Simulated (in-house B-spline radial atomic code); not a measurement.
A fraction x of an electron is moved 5p → 4f in Tb VI (Tb5+), starting from [Kr] 4d10 4f7 5s2 5p5 and keeping the highest spin. Method: scalar-relativistic (X2C) B3LYP, spin-polarised, spherical fractional occupations, Fermi nucleus of rms radius 5.06 fm. Calculated with a radial B-spline atomic code at the basis-set limit.

Caution: exact exchange at fractional occupations of open shells leaves self-interaction of up to several eV.

```csv
x,E(x) - E(0) (eV),5p down level (eV),4f down level (eV)
0,0.0000,-81.675,-
0.125,2.3014,-81.262,-62.817
0.25,4.6110,-80.851,-62.342
0.375,6.9284,-80.442,-61.873
0.5,?,?,?
0.625,11.5844,-79.631,-60.954
0.75,?,?,?
0.875,16.2658,-78.830,-60.059
1,18.6148,-78.434,-59.622
```

Q: What belongs in the row x = 0.5?

A: An energy change of 9.2530 eV; 5p down at -80.035 eV, 4f down at -61.410 eV.

Q: What belongs in the row x = 0.75?

A: An energy change of 13.9222 eV; 5p down at -79.229 eV, 4f down at -60.504 eV.

Q: Check Janak's theorem between x = 0.125 and 0.25.

A: The slope of the energy is 18.48 eV; the orbital levels give 18.48 eV (ε of the receiving orbital less ε of the emptying one, averaged over the two points).
